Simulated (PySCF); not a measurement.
Relaxation of singlet SiBr₂

Level of theory: PBE0 in PySCF with Si def2-TZVP, Br def2-TZVP; no relativity; density-fitted integrals. A (50,194) grid was used.

A hand-made linear start, of D∞h symmetry, held to at least that symmetry:

Coordinates in bohr (charge 0 multiplicity 1):
```
Si    0.0000    0.0000    0.0000
Br    0.0000    0.0000    4.3464
Br    0.0000    0.0000   -4.3464
```

Optimiser trace:
| step | E − E(last) (kJ/mol) | largest gradient (Eh/bohr) |
| --- | --- | --- |
| 0 | 5.93 | 0.01699 |
| 1 | 0.53 | 0.00477 |
| 2 | 0.01 | 0.00059 |
| 3 | 0.00 | 0.00002 |

It ends at D∞h with Si–Br 2.373 Å (×2); Br–Si–Br 180.0°. A frequency run shows 2 imaginary modes (one degenerate set), down to 204i cm⁻¹, so it is a higher-order saddle point. Other isomers or separated fragments may lie lower.

Final geometry:
Coordinates in bohr (charge 0 multiplicity 1):
```
Si    0.0000    0.0000    0.0000
Br    0.0000    0.0000    4.4851
Br    0.0000    0.0000   -4.4851
```
